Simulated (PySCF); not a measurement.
AgF, charge -1, doublet, geometry from GFN2-xTB (such geometries of metal compounds can be far from the true shape) (the multiplicity is a formal guess) (core potentials on Ag) (a gas-phase anion, which may not be bound at this level); CASSCF(3,4)/def2-SVP in PySCF.

PySCF was given this input:
```python
from pyscf import gto, scf, mcscf
import numpy

mol = gto.Mole()
mol.atom = '''
    Ag   -0.000000   -0.000000   -0.381617
    F     0.000000    0.000000    1.992888
'''
mol.basis = 'def2-svp'
mol.ecp = {'Ag': 'def2-svp'}
mol.charge = -1
mol.spin = 1
mol.verbose = 4
mol.build()

mf = scf.ROHF(mol)
mf.kernel()
mc = mcscf.CASSCF(mf, 4, 3)
mc.kernel()
occ = numpy.linalg.eigvalsh(mc.fcisolver.make_rdm1(mc.ci, mc.ncas, mc.nelecas))[::-1]
ss = mc.fcisolver.spin_square(mc.ci, mc.ncas, mc.nelecas)[0]
print('natural occupations', occ.round(4), ' <S^2>', round(ss, 4))
```

### Question
Write the output that PySCF gives for this input, abridged.

### Answer

```
PySCF version 2.14.0

[INPUT] verbose = 4
[INPUT] num. atoms = 2
[INPUT] num. electrons = 29
[INPUT] charge = -1
[INPUT] spin (= nelec alpha-beta = 2S) = 1
[INPUT] symmetry False subgroup None
[INPUT] Mole.unit = angstrom
[INPUT] Symbol           X                Y                Z      unit          X                Y                Z       unit  Magmom
[...]
nuclear repulsion = 38.1087018419923
number of shells = 17
number of NR pGTOs = 81
number of NR cGTOs = 45
basis = def2-svp
ecp = {'Ag': 'def2-svp'}

******** <class 'pyscf.scf.rohf.ROHF'> ********
method = ROHF
initial guess = minao
damping factor = 0
level_shift factor = 0
DIIS = <class 'pyscf.scf.diis.CDIIS'>
diis_start_cycle = 1
diis_space = 8
diis_damp = 0
SCF conv_tol = 1e-09
SCF conv_tol_grad = None
SCF max_cycles = 50
direct_scf = True
direct_scf_tol = 1e-13
num. doubly occ = 14  num. singly occ = 1
Set gradient conv threshold to 3.16228e-05
init E= -232.099388472829
[...]
cycle= 1 E= -244.98092986036  delta_E= -12.9  |g|= 1.34  |ddm|= 2.34
[...]
cycle= 2 E= -245.231102803356  delta_E= -0.25  |g|= 1.03  |ddm|= 2.54
[...]
cycle= 3 E= -245.439318217216  delta_E= -0.208  |g|= 0.0307  |ddm|= 0.791
[...]
cycle= 4 E= -245.439914284579  delta_E= -0.000596  |g|= 0.0105  |ddm|= 0.0556
[...]
cycle= 5 E= -245.439979668004  delta_E= -6.54e-05  |g|= 0.00475  |ddm|= 0.0155
[...]
cycle= 6 E= -245.439995435508  delta_E= -1.58e-05  |g|= 0.00146  |ddm|= 0.00854
[...]
cycle= 7 E= -245.439997296656  delta_E= -1.86e-06  |g|= 0.00045  |ddm|= 0.00363
[...]
cycle= 8 E= -245.439997403877  delta_E= -1.07e-07  |g|= 0.000111  |ddm|= 0.000655
[...]
cycle= 9 E= -245.439997420479  delta_E= -1.66e-08  |g|= 3.92e-05  |ddm|= 0.000307
[...]
cycle= 10 E= -245.439997422648  delta_E= -2.17e-09  |g|= 1.02e-05  |ddm|= 0.000119
[...]
cycle= 11 E= -245.439997422794  delta_E= -1.46e-10  |g|= 1.91e-06  |ddm|= 3.58e-05
[...]
Extra cycle  E= -245.439997422797  delta_E= -3.3e-12  |g|= 8.81e-07  |ddm|= 3.31e-06
converged SCF energy = -245.439997422797

******** <class 'pyscf.mcscf.mc1step.CASSCF'> ********
CAS (2e+1e, 4o), ncore = 13, nvir = 28
max_cycle_macro = 50
max_cycle_micro = 4
conv_tol = 1e-07
conv_tol_grad = None
orbital rotation max_stepsize = 0.02
orbital rotation threshold for CI restart = 0.01
augmented hessian ah_max_cycle = 30
augmented hessian ah_conv_tol = 1e-12
augmented hessian ah_linear dependence = 1e-14
augmented hessian ah_level shift = 1e-08
augmented hessian ah_start_tol = 2.5
augmented hessian ah_start_cycle = 3
augmented hessian ah_grad_trust_region = 3
kf_trust_region = 3
kf_interval = 4
ci_response_space = 4
ci_grad_trust_region = 3
with_dep4 0
natorb = False
canonicalization = True
sorting_mo_energy = False
ao2mo_level = 2
internal_rotation = False
******** <class 'pyscf.fci.direct_spin1.FCISolver'> ********
max. cycles = 50
conv_tol = 1e-08
davidson only = False
linear dependence = 1e-12
level shift = 0.001
max iter space = 12
nroots = 1
pspace_size = 400
spin = None
CASCI E = -245.440184560302  S^2 = 0.7500000
Set conv_tol_grad to 0.000316228
macro iter   1 ( 21 JK    4 micro), CASSCF E = -245.440357731262  dE = -1.73170960e-04  S^2 = 0.7500000
               |grad[o]|=0.00129  |grad[c]|=0.0136  |ddm|=0.0268  |maxRot[o]|=0.306
macro iter   2 ( 21 JK    4 micro), CASSCF E = -245.440820525817  dE = -4.62794555e-04  S^2 = 0.7500000
               |grad[o]|=0.00415  |grad[c]|=0.00263  |ddm|=0.0122  |maxRot[o]|=0.179
macro iter   3 ( 21 JK    4 micro), CASSCF E = -245.441059702901  dE = -2.39177084e-04  S^2 = 0.7500000
               |grad[o]|=0.00397  |grad[c]|=0.00331  |ddm|=0.0068  |maxRot[o]|= 0.14
macro iter   4 ( 21 JK    4 micro), CASSCF E = -245.441192615440  dE = -1.32912539e-04  S^2 = 0.7500000
               |grad[o]|=0.00304  |grad[c]|=0.00257  |ddm|=0.00575  |maxRot[o]|=0.0963
macro iter   5 ( 21 JK    4 micro), CASSCF E = -245.441226524553  dE = -3.39091134e-05  S^2 = 0.7500000
               |grad[o]|=0.00273  |grad[c]|=0.00344  |ddm|=0.00507  |maxRot[o]|=0.0968
macro iter   6 ( 21 JK    4 micro), CASSCF E = -245.441298346647  dE = -7.18220943e-05  S^2 = 0.7500000
               |grad[o]|=0.00276  |grad[c]|=0.00273  |ddm|=0.005  |maxRot[o]|=0.108
macro iter   7 ( 21 JK    4 micro), CASSCF E = -245.441317384370  dE = -1.90377221e-05  S^2 = 0.7500000
               |grad[o]|=0.00267  |grad[c]|=0.00332  |ddm|=0.00485  |maxRot[o]|=0.108
macro iter   8 ( 21 JK    4 micro), CASSCF E = -245.441353904850  dE = -3.65204806e-05  S^2 = 0.7500000
               |grad[o]|=0.00269  |grad[c]|=0.00293  |ddm|=0.00475  |maxRot[o]|=0.0842
macro iter   9 ( 21 JK    4 micro), CASSCF E = -245.441355164508  dE = -1.25965812e-06  S^2 = 0.7500000
               |grad[o]|=0.00251  |grad[c]|=0.00374  |ddm|=0.00476  |maxRot[o]|=0.0554
macro iter  10 ( 21 JK    4 micro), CASSCF E = -245.441366444128  dE = -1.12796199e-05  S^2 = 0.7500000
               |grad[o]|=0.00239  |grad[c]|=0.00364  |ddm|=0.00475  |maxRot[o]|=0.0365
macro iter  11 ( 12 JK    3 micro), CASSCF E = -245.441436084577  dE = -6.96404493e-05  S^2 = 0.7500000
               |grad[o]|=0.00224  |grad[c]|=0.0088  |ddm|=0.000981  |maxRot[o]|=0.0899
macro iter  12 ( 21 JK    4 micro), CASSCF E = -245.441780235422  dE = -3.44150845e-04  S^2 = 0.7500000
               |grad[o]|=0.0023  |grad[c]|=0.0466  |ddm|=0.00551  |maxRot[o]|= 0.29
macro iter  13 ( 21 JK    4 micro), CASSCF E = -245.442171423634  dE = -3.91188212e-04  S^2 = 0.7500000
               |grad[o]|=0.00778  |grad[c]|=0.0107  |ddm|=0.00182  |maxRot[o]|=0.128
macro iter  14 ( 17 JK    4 micro), CASSCF E = -245.442705432855  dE = -5.34009220e-04  S^2 = 0.7500000
               |grad[o]|=0.00635  |grad[c]|=0.0153  |ddm|=0.0031  |maxRot[o]|=0.126
macro iter  15 ( 21 JK    4 micro), CASSCF E = -245.443467596762  dE = -7.62163908e-04  S^2 = 0.7500000
               |grad[o]|=0.00464  |grad[c]|=0.0045  |ddm|=0.000312  |maxRot[o]|=0.307
macro iter  16 ( 21 JK    4 micro), CASSCF E = -245.444372437881  dE = -9.04841119e-04  S^2 = 0.7500000
               |grad[o]|=0.0034  |grad[c]|=0.048  |ddm|=0.00339  |maxRot[o]|=0.269
macro iter  17 ( 21 JK    4 micro), CASSCF E = -245.445433069427  dE = -1.06063155e-03  S^2 = 0.7500000
               |grad[o]|=0.00611  |grad[c]|=0.0191  |ddm|=0.00103  |maxRot[o]|=0.306
macro iter  18 ( 21 JK    4 micro), CASSCF E = -245.446047935993  dE = -6.14866566e-04  S^2 = 0.7500000
               |grad[o]|=0.00438  |grad[c]|=0.00446  |ddm|=0.00233  |maxRot[o]|=0.227
macro iter  19 ( 12 JK    3 micro), CASSCF E = -245.446145397651  dE = -9.74616583e-05  S^2 = 0.7500000
               |grad[o]|=0.00216  |grad[c]|=0.0192  |ddm|=0.00232  |maxRot[o]|=0.149
macro iter  20 ( 10 JK    3 micro), CASSCF E = -245.446186477677  dE = -4.10800264e-05  S^2 = 0.7500000
               |grad[o]|=0.00126  |grad[c]|=0.0113  |ddm|=0.00151  |maxRot[o]|=0.106
macro iter  21 ( 11 JK    3 micro), CASSCF E = -245.446194756994  dE = -8.27931638e-06  S^2 = 0.7500000
               |grad[o]|=0.000417  |grad[c]|=0.011  |ddm|=0.00153  |maxRot[o]|=0.0875
macro iter  22 (  5 JK    1 micro), CASSCF E = -245.446195090448  dE = -3.33454096e-07  S^2 = 0.7500000
               |grad[o]|=0.000118  |grad[c]|=8.53e-05  |ddm|=1.82e-05  |maxRot[o]|=0.00438
macro iter  23 (  1 JK    1 micro), CASSCF E = -245.446195090753  dE = -3.04794412e-10  S^2 = 0.7500000
               |grad[o]|=2.83e-05  |grad[c]|=2.66e-05  |ddm|=1.41e-06  |maxRot[o]|=    0
1-step CASSCF converged in  23 macro (404 JK  82 micro) steps
CASSCF canonicalization
Density matrix diagonal elements [1.99598804 0.998905   0.00248225 0.00262471]
CASSCF energy = -245.446195090753
CASCI E = -245.446195090753  E(CI) = -1.97228486739030  S^2 = 0.7500000
natural occupations [1.9961e+00 9.9880e-01 3.8000e-03 1.3000e-03]  <S^2> 0.75
```
